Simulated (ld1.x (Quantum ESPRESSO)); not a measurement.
# Scattering properties, TM potential for O (Z = 8)

| Property | Result |
| --- | --- |
| Element | oxygen (O) |
| Generator | ld1.x (Quantum ESPRESSO) 7.5 |
| Type | norm-conserving Troullier–Martins (Kleinman–Bylander form) |
| Functional | PBEsol |
| Relativity | scalar-relativistic |
| Frozen core | none |
| Valence charge | 8 |
| Reference configuration | 1s2 2s2 2p4 |
| Partial waves | 1s (bound): rc 0.30 bohr; 2p (bound): rc 1.20 bohr; 3d channel at 0.3 Ry: rc 1.20 bohr |
| Local potential | all-electron potential smoothed inside 0.25 bohr (lloc = -1) |
| Core correction | none |

Occupied shells without a wave of their own: 2s. They enter only through the test configuration that unscreens the potential.

The phase is arctan(r·u′/u) with u = r·R(r), unwrapped; energies in Ry, scanned from -40 to 5 Ry. A pole is an energy at which the radial function vanishes at the test radius. The pseudo phase is shifted by a multiple of π to meet the all-electron one at the reference energy, and phase errors are pseudo minus all-electron; the curves can meet again beyond the range given. Levels narrower than the energy grid can be missing from the lists of poles.

| channel | radius (bohr) | reference energy (Ry) | poles, all-electron | poles, pseudo | unbroken range about the reference energy with phases within 0.05 rad | phase error 1 Ry above the reference energy (rad) |
| --- | --- | --- | --- | --- | --- | --- |
| s | 1.30 | -37.69 | 1.64 | 1.70 | the whole range | +0.000 |
| p | 1.30 | -0.66 | 2.02 | 2.05 | the whole range | +0.001 |
| d | 1.30 | 0.30 | none | none | the whole range | +0.000 |

A Bessel basis up to 400 Ry misses an occupied level by 2.08 Ry, so cutoffs and ghosts were not judged.

Phases in the p channel:

```json
{"E (Ry)": "-40.00", "all-electron": "1.448", "pseudo": "1.448"}
{"E (Ry)": "-37.60", "all-electron": "1.444", "pseudo": "1.444"}
{"E (Ry)": "-35.20", "all-electron": "1.440", "pseudo": "1.440"}
{"E (Ry)": "-32.80", "all-electron": "1.435", "pseudo": "1.435"}
{"E (Ry)": "-30.40", "all-electron": "1.430", "pseudo": "1.430"}
{"E (Ry)": "-28.00", "all-electron": "1.424", "pseudo": "1.424"}
{"E (Ry)": "-25.60", "all-electron": "1.417", "pseudo": "1.417"}
{"E (Ry)": "-23.20", "all-electron": "1.409", "pseudo": "1.409"}
{"E (Ry)": "-20.80", "all-electron": "1.399", "pseudo": "1.399"}
{"E (Ry)": "-18.40", "all-electron": "1.387", "pseudo": "1.387"}
{"E (Ry)": "-16.00", "all-electron": "1.373", "pseudo": "1.373"}
{"E (Ry)": "-13.60", "all-electron": "1.355", "pseudo": "1.355"}
{"E (Ry)": "-11.20", "all-electron": "1.330", "pseudo": "1.330"}
{"E (Ry)": "-8.80", "all-electron": "1.294", "pseudo": "1.294"}
{"E (Ry)": "-6.40", "all-electron": "1.232", "pseudo": "1.233"}
{"E (Ry)": "-4.00", "all-electron": "1.095", "pseudo": "1.095"}
{"E (Ry)": "-1.60", "all-electron": "0.398", "pseudo": "0.398"}
{"E (Ry)": "0.80", "all-electron": "-1.376", "pseudo": "-1.375"}
{"E (Ry)": "3.20", "all-electron": "-1.677", "pseudo": "-1.672"}
```
